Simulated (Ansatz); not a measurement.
C5H6, charge +1, doublet (typed; the unrestricted solution is spin-contaminated), at a GFN2-xTB geometry (a state made from the parent by changing its charge; the spin is typed, not shown lowest); HF/STO-3G (Ansatz, an electronic-structure program).

Here is a job for Ansatz.
Ansatz 0.2 input:
```yaml
crystal:
  periodic: [false, false, false]
  atoms:
    - {symbol: C, position_ang: [-0.98790887, 0.71868394, -0.17988334]}
    - {symbol: C, position_ang: [0.34059255, 1.13588000, -0.13658648]}
    - {symbol: C, position_ang: [1.21963298, -0.02978501, 0.09899907]}
    - {symbol: C, position_ang: [0.25863393, -1.15051388, 0.18522641]}
    - {symbol: C, position_ang: [-1.03765990, -0.66921693, 0.01546550]}
    - {symbol: H, position_ang: [-1.84043208, 1.35716711, -0.33774019]}
    - {symbol: H, position_ang: [0.69208927, 2.14820718, -0.25459189]}
    - {symbol: H, position_ang: [1.82671568, 0.07629131, 1.00725328]}
    - {symbol: H, position_ang: [1.95930614, -0.16875085, -0.69993736]}
    - {symbol: H, position_ang: [0.53700300, -2.17822320, 0.35435878]}
    - {symbol: H, position_ang: [-1.93442621, -1.26498019, 0.03133043]}
basis:
  gaussian:
    orbitals: STO-3G
    symmetry_tolerance_ang: 0.01
hamiltonian:
  xc: hf
total_charge: 1
magnetization: {spin_polarized: true, initial_magnetization: 1}
```

What the program printed (banner, timings and long lists left out):

```
Functional definition: HF
435 factors; integrals over basis functions are off by at most 5.6e-5 eV
mean field evaluation 1: about -5175.7009 eV, gradient 1.1e1 eV
mean field evaluation 2: about -5175.9064 eV, gradient 1.1e1 eV
mean field evaluation 4: about -5177.0051 eV, gradient 1.6e0 eV
mean field evaluation 8: about -5177.1253 eV, gradient 9.2e-4 eV
mean field evaluation 16: about -5176.3416 eV, gradient 3.4e0 eV
mean field evaluation 32: about -5176.6565 eV, gradient 3.4e0 eV
mean field -5177.12354538 eV, -190.2557811125 hartree, gradient 1.4e-5 eV, S^2 0.894928; 0 other end points of the search recorded, 0 dependent functions left out
reference -5177.12354538 eV, -190.2557811125 hartree; 18, 17 occupied and 13, 14 virtual orbitals, 435 factors
Total energy: -5177.12354538 eV, -190.2557811125 hartree
```
